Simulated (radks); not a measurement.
Problem. All-electron atom: Cs3.7+ in [Kr] 4d10 5s2 5p(up 3, down 0.3) (fractional occupations, a model configuration). Method: non-relativistic Kohn-Sham, r2SCAN, spin-polarised, spherical densities, point nucleus; meta-GGA in the generalised Kohn-Sham scheme; relativity is left out, which matters for an element this heavy; computed with a radial shooting solver on a logarithmic mesh with Libxc functionals. Some entries of the table are withheld. Estimate them.

orbital  occ.  eigenvalue (Ry)  <r^2> (bohr^2)
1s up       1        -2523.142        0.001021
1s down     1        -2523.125        0.001021
2s up       1        -389.0863         0.01653
2s down     1        -389.0839         0.01653
2p up       3        -366.5433         0.01239
2p down     3        -366.5318         0.01239
3s up       1        -83.52578          0.1114
3s down     1        -83.51787          0.1114
3p up       3        -73.91640          0.1062
3p down     3        -73.90432          0.1062
3d up       5        -56.10425         0.08850
3d down     5        -56.09143         0.08848
4s up       1        -18.17098          0.5905
4s down     1        -18.14546          0.5908
4p up       3        -14.67283             (1)
4p down     3        -14.64683             (2)
4d up       5              (3)          0.7995
4d down     5              (4)          0.7908
5s up       1              (5)           3.297
5s down     1              (6)           3.299
5p up       3         -3.58590           3.978
5p down   0.3         -3.31918           4.020

Solution. 
(1) 4p up <r^2> (bohr^2): 0.6415
(2) 4p down <r^2> (bohr^2): 0.6407
(3) 4d up eigenvalue (Ry): -8.63897
(4) 4d down eigenvalue (Ry): -8.60360
(5) 5s up eigenvalue (Ry): -4.53863
(6) 5s down eigenvalue (Ry): -4.27034
